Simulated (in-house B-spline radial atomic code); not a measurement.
A calculation on Li II (Li+): its settings, and results tabulated from the run. Computed with a radial B-spline atomic code at the basis-set limit: non-relativistic PBEsol, spin-polarised, spherical fractional occupations, point nucleus.

Command:
```bash
python run_scf.py task.json out
```
Settings:
```
Z                3
configuration    1s2
hamiltonian      nr
method           pbesol
spin_polarised   True
```

Output (hartree, bohr):
```
 radial grid: 37 intervals, B-splines of order 8, outer radius 17.6471 bohr

 iter        energy (Eh)    residual
    1          -7.011572    7.27e-02
    2          -7.187669    1.76e-02
    3          -7.195049    6.96e-03
    4          -7.196209    2.71e-03
    5          -7.196404    6.23e-04
    6          -7.196415    1.38e-06
    7          -7.196415    6.84e-09

 total energy                        -7.19642
 kinetic                               7.1456
 electron-nucleus                    -16.0130
 Hartree                               3.2648
 exchange-correlation                 -1.5938

 orbital      occ     eigenvalue          <r>       <r^2>       <1/r>       <r^4>       r_max
 1s up      1.000        -2.1990     0.581158    0.462913     2.66883    0.586447      0.3628
 1s down    1.000        -2.1990     0.581158    0.462913     2.66883    0.586447      0.3628
```

Time taken, with all properties: 0.03 s on 1 thread of Intel(R) Xeon(R) Platinum 8259CL CPU @ 2.50GHz, with other jobs on the host.
